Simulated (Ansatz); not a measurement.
```yaml
crystal:
  periodic: [false, false, false]
  atoms:
    - {symbol: C, position_ang: [1.610960, -1.296357, 0.550267]}
    - {symbol: C, position_ang: [0.696421, -0.561821, 0.232914]}
    - {symbol: Ti, position_ang: [-0.801239, 0.640740, -0.287874]}
    - {symbol: Cl, position_ang: [-2.419938, -0.612500, -0.989690]}
    - {symbol: Cl, position_ang: [-0.068237, 1.942015, -1.854002]}
    - {symbol: Cl, position_ang: [-1.371065, 1.761352, 1.473634]}
    - {symbol: H, position_ang: [2.414397, -1.941528, 0.829052]}
basis:
  gaussian: {orbitals: def2-TZVPD, fitting: {mean_field: cc-pVTZ-jkfit}, final_grid: {core_spheres: 20, valence_spheres: 16, degree: 47}}
hamiltonian: {xc: {name: r2SCAN50}, dispersion: d4}
```

```sh
$ ansatz run in.yaml --threads 4 --pin off --events-out ev --progress --plain --max-ram 10444MiB
```

It prints (some lines left out):

```
Functional definition: r2SCAN50
Error: <dir> the basis set cc-pVTZ-JKFIT has no functions for Ti
```

Run time 0.3 s (4 threads of an Arm Neoverse V1 on a shared host); peak host memory 0.06 GiB.
